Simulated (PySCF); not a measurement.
Magnesium: a sound run and one with changed settings

Sound run: Mg(2+) [Ne], Mg(3+) [He] 2s2 2p5. Computed with PySCF 2.14 in cc-pVDZ-DK (4s3p1d, 18 functions), with scalar relativity by spin-free X2C-1e. In the sound run the correlated levels freeze [He] 2s2. The sound run starts from symmetry-adapted Hartree-Fock orbitals and uses a fine grid where one is needed.

Changed run: initial guess atom, at most 50 SCF cycles.

```tsv
species	method	sound run (hartree)	changed run (hartree)	converged
Mg(2+)	UHF	-199.12893	-199.12893	yes
Mg(2+)	M06-2X	-199.52045	-199.52045	yes
Mg(2+)	CCSD(T)	-199.13062	-199.13062	yes
Mg(3+)	PBE0	-196.40153	-196.40153	yes
Mg(3+)	MP2	-196.15119	-196.15119	yes
```

Here the plain start reaches the same solutions.
